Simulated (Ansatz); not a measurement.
Series Al-XY, Y = chloro, computed as singlets and as triplets. All species are isolated molecules in the gas phase. One relaxed conformer stands for each flexible species; it need not be the lowest. Strings in code marks are SMILES.

Quantity: adiabatic spin-state energy, in kJ/mol.

Case: `[Cl][Al-][Cl]`: multiplicity 3 minus multiplicity 1. The other species in the difference include `[Al-]([Cl])[Cl]` (charge -1, multiplicity 1). Geometry of `[Cl][Al-][Cl]` (charge -1, multiplicity 3, Å):

```xyz
3

Cl    -1.8361    -0.4107     0.0000
Al    -0.0014     0.8150     0.0000
Cl     1.8375    -0.4043     0.0000
```

What adiabatic spin-state energy does BLYP/aug-cc-pVTZ // PBE0-D3(BJ)/def2-TZVPD (Ansatz, a program for electronic structure) give?

187.5 kJ/mol.
